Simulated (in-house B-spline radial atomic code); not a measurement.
A radial electron density 4πr²n(r) was computed for an atom or ion in its tabulated ground configuration with a B-spline radial code for spherical atoms; method: non-relativistic LDA PW92, spin-polarised, spherical fractional occupations. Columns: r (bohr), 4πr²n(r) (electrons per bohr), bar.

```
 0.00318   0.4352 #
 0.00378   0.6017 #
 0.00451   0.8344 ##
 0.00537    1.147 ##
  0.0064     1.57 ###
 0.00762     2.13 #####
 0.00908     2.87 ######
  0.0108    3.817 ########
  0.0129     5.05 ###########
  0.0154    6.579 ##############
  0.0183    8.374 ##################
  0.0218    10.49 ######################
   0.026    12.84 ###########################
  0.0309    15.23 ################################
  0.0368    17.53 #####################################
  0.0439    19.44 #########################################
  0.0523     20.6 ############################################
  0.0623    20.78 ############################################
  0.0742     19.9 ##########################################
  0.0884    18.15 ######################################
   0.105    16.14 ##################################
   0.125    14.56 ###############################
    0.15     14.2 ##############################
   0.178    15.36 #################################
   0.212    17.63 #####################################
   0.253    19.88 ##########################################
   0.301    20.68 ############################################
   0.359    19.13 #########################################
   0.427    15.43 #################################
   0.509    10.64 #######################
   0.607    6.402 ##############
   0.723    3.797 ########
   0.861    2.757 ######
    1.03    2.443 #####
    1.22    2.069 ####
    1.46    1.372 ###
    1.73   0.6921 #
    2.07   0.2333 
    2.46  0.05461 
    2.93 0.007861 
    3.49 0.0006535 
    4.16 2.827e-05
```

**Question.** Which atom or ion is it?
A. Ar6+
B. Ar5+
C. Ar7+
D. Cl6+

**Answer.** A. The area under the curve, ∫4πr²n dr = ∫r·4πr²n d(ln r) on this logarithmic grid, is 12 electrons, which only this option has. The configuration is [Ne] 3s2.
